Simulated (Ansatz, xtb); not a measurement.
## C4H11B: 3 structures ranked

3 gas-phase structures of C4H11B, from a drawn sample of its isomers (lower ones may exist). Each was relaxed with GFN2-xTB; where two conformers were screened, the lower at r2SCAN-D4/def2-SVP//GFN2-xTB is listed:

A. `BCC(C)C`, a singlet
B. `B[C@@H](C)CC`, a singlet
C. `BC(C)(C)C`, a singlet

Question: Estimate their order in r2SCAN-D4/def2-SVP//GFN2-xTB energy at these geometries, lowest first.

Answer: Calculated order at r2SCAN-D4/def2-SVP//GFN2-xTB: A (0.0), C (12.3), B (13.1) kJ/mol. Less than 1 kcal/mol parts C and B, so the order within that pair means little.

Energies above the lowest of each column, in kJ/mol; the last columns are at r2SCAN-D4/def2-SVP geometries:

```
structure  GFN2-xTB  HF/STO-3G  r2SCAN-D4/def2-SVP//GFN2-xTB  r2SCAN-D4/def2-SVP  CCSD(T)/def2-SVP + ΔMP2/def2-TZVPP
        A       0.0        0.0                           0.0                 0.0                                 0.0
        C      10.8       12.2                          12.3                10.6                                 5.9
        B      13.9        7.5                          13.1                12.4                                10.5
```

Every level run on A puts it lowest or level with the lowest. Flexible structures stand in one conformer each, not always the lowest. ΔMP2 is the change of the MP2 energy from the smaller to the larger basis.

Programs: Ansatz 0.2.0, xtb 6.7.1.
